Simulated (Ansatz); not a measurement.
Steps of a relaxation of C₄H₁₁Cl₂GaSi, SMILES `C[Si](C)(C)[CH2][Ga]([Cl])[Cl]` with RKS PBE0-D4/def2-TZVP.

```sh
$ ansatz run in.yaml --threads 4 --pin off --events-out ev --progress --plain --max-ram 46080MiB --backend cuda --devices 0, --max-vram 37GiB
```

```yaml
crystal:
  periodic: [false, false, false]
  atoms:
    - {symbol: C, position_ang: [-0.602060, -2.298270, -0.002090]}
    - {symbol: Si, position_ang: [-0.145820, -0.458420, 0.210340]}
    - {symbol: C, position_ang: [1.744200, -0.220560, 0.053390]}
    - {symbol: C, position_ang: [-0.753840, 0.249820, 1.872940]}
    - {symbol: C, position_ang: [-0.943440, 0.576940, -1.192890]}
    - {symbol: Ga, position_ang: [0.216840, 2.230570, -1.388360]}
    - {symbol: Cl, position_ang: [1.487780, 2.514180, -3.039850]}
    - {symbol: Cl, position_ang: [0.243820, 3.795850, 0.016940]}
    - {symbol: H, position_ang: [-0.194360, -2.887210, 0.812230]}
    - {symbol: H, position_ang: [-1.677890, -2.440180, -0.001600]}
    - {symbol: H, position_ang: [-0.214490, -2.707000, -0.929840]}
    - {symbol: H, position_ang: [2.006600, 0.799940, 0.345190]}
    - {symbol: H, position_ang: [2.060490, -0.357770, -0.980750]}
    - {symbol: H, position_ang: [2.320830, -0.900110, 0.672520]}
    - {symbol: H, position_ang: [-0.236520, -0.201800, 2.713520]}
    - {symbol: H, position_ang: [-1.817570, 0.080270, 2.012740]}
    - {symbol: H, position_ang: [-0.581490, 1.323650, 1.911930]}
    - {symbol: H, position_ang: [-0.946030, 0.043680, -2.143950]}
    - {symbol: H, position_ang: [-1.967040, 0.856410, -0.942400]}
basis:
  gaussian: {orbitals: def2-TZVP}
hamiltonian: {xc: pbe0, dispersion: d4}
relax: {f_tol: 0.005, max_steps: 150}
```

Positions (Å) and forces (eV/Å) along the path, 8 of 18 steps:

```xyz
19
step=1 energy=-89612.7085 eV
C    -0.602   -2.298   -0.002    0.169    0.746    0.169
Si   -0.146   -0.458    0.210   -0.102   -0.038   -0.100
C     1.744   -0.221    0.053   -0.755    0.073   -0.075
C    -0.754    0.250    1.873    0.254   -0.291   -0.663
C    -0.943    0.577   -1.193    0.934    0.556    0.432
Ga    0.217    2.231   -1.388   -1.236   -1.458    0.005
Cl    1.488    2.514   -3.040    0.429    0.073   -0.488
Cl    0.244    3.796    0.017    0.025    0.457    0.471
H    -0.194   -2.887    0.812    0.135   -0.154    0.245
H    -1.678   -2.440   -0.002   -0.272    0.030    0.004
H    -0.214   -2.707   -0.930    0.124   -0.002   -0.238
H     2.007    0.800    0.345    0.114    0.080    0.095
H     2.060   -0.358   -0.981    0.047   -0.069   -0.123
H     2.321   -0.900    0.673    0.079   -0.121    0.179
H    -0.237   -0.202    2.714    0.156   -0.127    0.167
H    -1.818    0.080    2.013   -0.232   -0.057   -0.035
H    -0.581    1.324    1.912    0.055    0.167   -0.020
H    -0.946    0.044   -2.144    0.099    0.025   -0.075
H    -1.967    0.856   -0.942   -0.025    0.113    0.048
19
step=3 energy=-89612.8615 eV
C    -0.592   -2.234   -0.004    0.011    0.032    0.006
Si   -0.130   -0.433    0.201   -0.017   -0.059    0.014
C     1.734   -0.235    0.074   -0.011    0.008   -0.024
C    -0.732    0.229    1.843    0.038    0.001   -0.028
C    -0.921    0.587   -1.175    0.003    0.062   -0.042
Ga    0.124    2.197   -1.419    0.025    0.057   -0.024
Cl    1.446    2.492   -3.078   -0.012    0.011    0.020
Cl    0.174    3.786    0.022   -0.003   -0.017   -0.030
H    -0.166   -2.831    0.807   -0.012   -0.030   -0.013
H    -1.678   -2.365    0.012    0.012   -0.013    0.002
H    -0.217   -2.632   -0.951   -0.011   -0.007    0.017
H     2.046    0.784    0.336    0.024   -0.030   -0.009
H     2.096   -0.450   -0.938   -0.012    0.008    0.061
H     2.252   -0.911    0.761   -0.011    0.024   -0.011
H    -0.234   -0.279    2.673   -0.019    0.015    0.004
H    -1.810    0.081    1.955    0.018    0.007    0.007
H    -0.526    1.300    1.929   -0.011   -0.026    0.022
H    -0.919    0.053   -2.128   -0.011   -0.008    0.022
H    -1.947    0.863   -0.919   -0.002   -0.034    0.006
19
step=5 energy=-89612.8644 eV
C    -0.596   -2.230   -0.009   -0.005   -0.015   -0.003
Si   -0.125   -0.432    0.201    0.006    0.011   -0.004
C     1.740   -0.247    0.087    0.019   -0.003    0.002
C    -0.723    0.224    1.845   -0.007    0.006    0.016
C    -0.912    0.596   -1.177    0.004   -0.018    0.006
Ga    0.109    2.218   -1.437    0.005    0.000    0.007
Cl    1.427    2.527   -3.095   -0.004    0.002   -0.002
Cl    0.144    3.816   -0.008   -0.009    0.001   -0.004
H    -0.170   -2.840    0.793   -0.001    0.005   -0.002
H    -1.681   -2.360    0.012   -0.002    0.004    0.000
H    -0.229   -2.627   -0.959    0.000    0.002   -0.003
H     2.065    0.773    0.322   -0.007   -0.004   -0.004
H     2.114   -0.497   -0.911   -0.004   -0.001    0.001
H     2.242   -0.906    0.800   -0.007    0.001    0.000
H    -0.242   -0.300    2.675    0.001   -0.002   -0.005
H    -1.804    0.095    1.952    0.001    0.001   -0.002
H    -0.502    1.290    1.949    0.002    0.001   -0.002
H    -0.912    0.051   -2.124    0.005    0.001   -0.003
H    -1.943    0.850   -0.916    0.003    0.006    0.003
19
step=8 energy=-89612.8656 eV
C    -0.613   -2.228   -0.005    0.000    0.013    0.001
Si   -0.108   -0.437    0.202   -0.006   -0.017    0.009
C     1.760   -0.286    0.092   -0.011    0.002   -0.008
C    -0.702    0.236    1.842    0.005    0.004   -0.009
C    -0.884    0.587   -1.182    0.007    0.011   -0.005
Ga    0.082    2.246   -1.430   -0.022    0.008   -0.004
Cl    1.401    2.604   -3.077    0.004    0.000    0.012
Cl    0.004    3.860   -0.021    0.007   -0.012   -0.007
H    -0.193   -2.848    0.791    0.000   -0.002    0.002
H    -1.701   -2.334    0.025    0.004   -0.003    0.000
H    -0.263   -2.626   -0.961   -0.002   -0.004    0.002
H     2.098    0.738    0.291    0.005   -0.005    0.001
H     2.132   -0.576   -0.894    0.001    0.004    0.005
H     2.245   -0.928    0.833    0.001    0.002   -0.005
H    -0.246   -0.308    2.675   -0.002    0.005    0.000
H    -1.787    0.143    1.937    0.007    0.001    0.001
H    -0.445    1.293    1.952   -0.005   -0.006    0.004
H    -0.856    0.047   -2.133    0.001    0.003    0.005
H    -1.924    0.817   -0.937    0.007   -0.004   -0.004
19
step=9 energy=-89612.8659 eV
C    -0.618   -2.228    0.000    0.000    0.016   -0.002
Si   -0.106   -0.439    0.201    0.003   -0.009    0.005
C     1.761   -0.292    0.087   -0.012    0.000   -0.004
C    -0.697    0.241    1.840    0.006    0.001   -0.012
C    -0.879    0.583   -1.186   -0.005    0.021   -0.011
Ga    0.074    2.251   -1.425   -0.006    0.005    0.009
Cl    1.409    2.620   -3.057   -0.002    0.001    0.011
Cl   -0.023    3.862   -0.012    0.003   -0.017   -0.015
H    -0.199   -2.847    0.799    0.000   -0.003    0.002
H    -1.706   -2.331    0.032    0.004   -0.004    0.001
H    -0.269   -2.632   -0.954   -0.002   -0.003    0.004
H     2.102    0.730    0.286    0.004   -0.004    0.000
H     2.130   -0.582   -0.901    0.000    0.003    0.004
H     2.247   -0.936    0.825    0.004    0.000   -0.002
H    -0.242   -0.301    2.673   -0.002    0.003    0.002
H    -1.782    0.152    1.935    0.004    0.001    0.002
H    -0.438    1.298    1.945   -0.004   -0.006    0.003
H    -0.841    0.046   -2.138    0.000    0.002    0.007
H    -1.923    0.806   -0.948    0.005   -0.007   -0.005
19
step=10 energy=-89612.8662 eV
C    -0.627   -2.229    0.012    0.001    0.011   -0.007
Si   -0.104   -0.442    0.197    0.005   -0.014    0.008
C     1.764   -0.306    0.075   -0.009    0.005   -0.002
C    -0.687    0.253    1.832    0.006    0.000   -0.011
C    -0.872    0.576   -1.196   -0.012    0.027   -0.017
Ga    0.060    2.259   -1.411    0.011    0.016    0.005
Cl    1.427    2.656   -3.010   -0.012   -0.009    0.011
Cl   -0.081    3.866    0.002   -0.005   -0.024   -0.016
H    -0.211   -2.843    0.816    0.000   -0.002    0.001
H    -1.715   -2.326    0.046    0.002   -0.003    0.001
H    -0.282   -2.644   -0.939   -0.002   -0.002    0.006
H     2.112    0.713    0.277    0.003   -0.001   -0.001
H     2.126   -0.592   -0.916    0.001    0.000    0.000
H     2.251   -0.957    0.807    0.000   -0.003    0.003
H    -0.232   -0.285    2.668    0.001    0.000    0.003
H    -1.772    0.167    1.932   -0.001    0.000    0.002
H    -0.425    1.310    1.931   -0.002   -0.001    0.003
H    -0.811    0.044   -2.150    0.000    0.005    0.015
H    -1.923    0.781   -0.973    0.014   -0.007   -0.003
19
step=17 energy=-89612.8666 eV
C    -0.645   -2.225    0.024    0.000    0.001    0.002
Si   -0.093   -0.444    0.191   -0.001    0.000   -0.002
C     1.775   -0.340    0.057   -0.001   -0.001    0.000
C    -0.656    0.267    1.826    0.001   -0.001    0.000
C    -0.857    0.573   -1.205    0.000   -0.002    0.001
Ga    0.029    2.283   -1.390    0.000    0.006   -0.001
Cl    1.490    2.689   -2.900   -0.002    0.000    0.004
Cl   -0.275    3.912   -0.031    0.002   -0.004   -0.004
H    -0.235   -2.837    0.831    0.000   -0.001    0.000
H    -1.735   -2.304    0.064    0.000    0.000    0.000
H    -0.312   -2.654   -0.925    0.000    0.000    0.000
H     2.143    0.675    0.242    0.001    0.000    0.000
H     2.124   -0.643   -0.934    0.000    0.000    0.000
H     2.254   -0.991    0.793    0.001    0.000    0.000
H    -0.204   -0.275    2.661    0.000    0.000    0.001
H    -1.742    0.197    1.933    0.000    0.000    0.000
H    -0.381    1.321    1.922    0.000    0.000    0.000
H    -0.761    0.049   -2.160    0.000    0.000    0.000
H    -1.917    0.747   -1.001   -0.001    0.000    0.000
19
step=18 energy=-89612.8666 eV
C    -0.645   -2.225    0.024    0.000    0.001    0.000
Si   -0.094   -0.444    0.191    0.000   -0.001    0.001
C     1.774   -0.339    0.057   -0.001    0.000   -0.001
C    -0.657    0.266    1.826    0.000    0.000   -0.001
C    -0.858    0.573   -1.205    0.000    0.000    0.000
Ga    0.029    2.282   -1.391    0.001    0.002    0.000
Cl    1.489    2.689   -2.903   -0.001   -0.001    0.000
Cl   -0.268    3.910   -0.030    0.000   -0.001   -0.001
H    -0.234   -2.837    0.831    0.000    0.000    0.000
H    -1.734   -2.305    0.064    0.000    0.000    0.000
H    -0.312   -2.654   -0.925    0.000    0.000    0.000
H     2.142    0.676    0.243    0.000    0.000    0.000
H     2.124   -0.642   -0.933    0.000    0.000    0.000
H     2.253   -0.990    0.793    0.000    0.000    0.000
H    -0.205   -0.275    2.662    0.000    0.000    0.000
H    -1.743    0.196    1.933    0.000    0.000    0.000
H    -0.382    1.320    1.922    0.000    0.000    0.000
H    -0.763    0.049   -2.160    0.000    0.000    0.000
H    -1.918    0.748   -1.001    0.000   -0.001    0.000
```

Run time 55 s (4 threads of an AMD EPYC 7R13 on a shared host and a share of an NVIDIA H100 80 GB); peak host memory 1.1 GiB.
